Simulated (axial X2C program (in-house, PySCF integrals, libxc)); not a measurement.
Density and ELF of Ge₂

Computed with an in-house relativistic program for diatomic molecules. Two-component (2c) means X2C with spin–orbit coupling and atomic mean-field two-electron Coulomb and Gaunt terms. Basis: Ge dyall-cv3z [9s9p7d4f1g] (cores contracted in-house); Gaussian nuclei, density fitting, unrestricted open shells. Masses: Ge 73.921 u.

PBE0, with spin–orbit coupling, state Ω = 1 (⟨Sz⟩ = 1.00, ⟨Lz⟩ = 0.00 at PBE0); Ge at z = 0, Ge at z = 2.381 Å.

The maps cover the half plane through the axis: z from -2.4 to 4.5 Å along the bond, ρ from 0.15 to 2.25 Å away from it (steps of 0.3 Å, the bottom row nearest the axis).

log10 of the density in e/bohr³:

digits 0 to 9 span -4.19 to 1.38 evenly
```
000111122222222222111100
001122222222222222222110
011223333333333333332211
112233444444444444433221
122334444444444444443322
123344555555555555544332
223445677765556777554432
223445689865556898654432
```

Electron localisation function (collinear form, no current term, damped to 0 at low density):

digits 0 to 9 span 0.00 to 1.00 evenly
```
000011111222322211111000
001233333334443333333210
013566654445554445666531
136788765556665556788763
268888753456665335788886
478997421136762112489987
689996246415741463269998
689984272723732727258998
```

Axial spin density in 10⁻³ e/bohr³:

digits 0 to 9 span -6.41 to 6.41 evenly, values beyond are clipped
```
555555555555555555555555
555555566666666665555555
555555677787778776655555
555556789999999998765555
445556899999999999865544
444456999999999999865444
444445674688788647644444
444433417543334652433444
```

The state is a single determinant with fixed occupations, the lowest that a limited PBE0 search found. Density functionals use the spin component along the axis (collinear). Other states lie close and PBE0, whose exact exchange favours high spin, may order them wrongly; the determinant shown need not be the ground state. The nearest other 2c determinant of the search, Ω = 2, lies 0.34 eV up at the distance of the search. With several unpaired electrons one determinant need not be a pure state. Open-shell Ω = 0 determinants with evenly filled partner blocks cannot be reached by this program, so the Ω shown need not be the lowest component. This is the Ω = 1 component of a π² triplet; the 0⁺ component is not one determinant and can lie lowest.
